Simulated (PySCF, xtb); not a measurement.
stibine (H3Sb), SMILES [SbH3].

xtb with GFN2-xTB at its own geometry gives an orbital gap of 4.84 eV and a dipole moment of 1.20 D.

Geometry optimised at PBE0-D3(BJ)/def2-TZVPD. The def2 effective core potentials stand for the cores of Sb; spin–orbit coupling is left out.

Q: What does PySCF with HF/def2-TZVPD give? (The exact figures need the calculation; the answer reports its results.)

A: gap 11.62 eV (levels -9.81 and 1.81 eV), dipole 0.32 D.
